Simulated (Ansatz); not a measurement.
Mulliken charges of C2H5ClInN, SMILES `C[C](=N)[InH][Cl]` from PBE/def2-TZVPP in Ansatz (PBE0-D4/def2-TZVP geometry).

```csv
atom,x (Å),y (Å),z (Å),charge (e)
C1,-0.212,-0.416,1.552,-0.205
C2,0.036,0.358,0.297,-0.108
N3,0.249,1.599,0.340,-0.172
In4,0.033,-0.657,-1.640,0.518
Cl5,0.480,1.129,-3.122,-0.404
H6,0.533,-1.209,1.667,0.092
H7,-0.174,0.247,2.419,0.094
H8,-1.190,-0.906,1.512,0.092
H9,0.403,2.011,-0.583,0.180
H10,-0.158,-2.155,-2.441,-0.088
```

Question: By hand: the dipole of these point charges (1 e Å = 4.8032 D).

Answer: Σ q r = (-0.170, -0.645, 0.633) e Å, of length 0.920 e Å = 4.42 D.

Question: How does the dipole of the full density compare? (An estimate is asked.)

Answer: Ansatz gave: (-0.146, -0.642, 0.368) e Å, 3.62 D; the point charges give 1.22 times that, at 14° from its direction.

Point charges leave out the atoms' own dipoles, such as those of lone pairs, and Mulliken's split depends on the basis, so the two needn't agree.
